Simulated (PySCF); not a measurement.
# Radial density of N (nitrogen, neutral)

UHF, [He] 2s2 2p3, high-spin 4S determinant. Calculation: PySCF 2.14, in def2-SVP (3s2p1d, 14 functions); the non-relativistic Hamiltonian (point nucleus).

| r (bohr) | 4πr²ρ (e/bohr) | 4πr²(ρα − ρβ) |
| --- | --- | --- |
| 0.00387 | 0.03463 | 0.0002 |
| 0.00651 | 0.09662 | 0.0004 |
| 0.0109 | 0.2632 | 0.0012 |
| 0.0184 | 0.6790 | 0.0030 |
| 0.0310 | 1.599 | 0.0070 |
| 0.0521 | 3.394 | 0.0145 |
| 0.0876 | 5.870 | 0.0276 |
| 0.147 | 7.416 | 0.0664 |
| 0.248 | 5.577 | 0.2468 |
| 0.417 | 2.569 | 0.7985 |
| 0.701 | 2.832 | 1.7742 |
| 1.18 | 3.324 | 1.8911 |
| 1.98 | 1.372 | 0.7729 |
| 3.34 | 0.1535 | 0.1024 |
| 5.61 | 0.0001671 | 0.0001 |
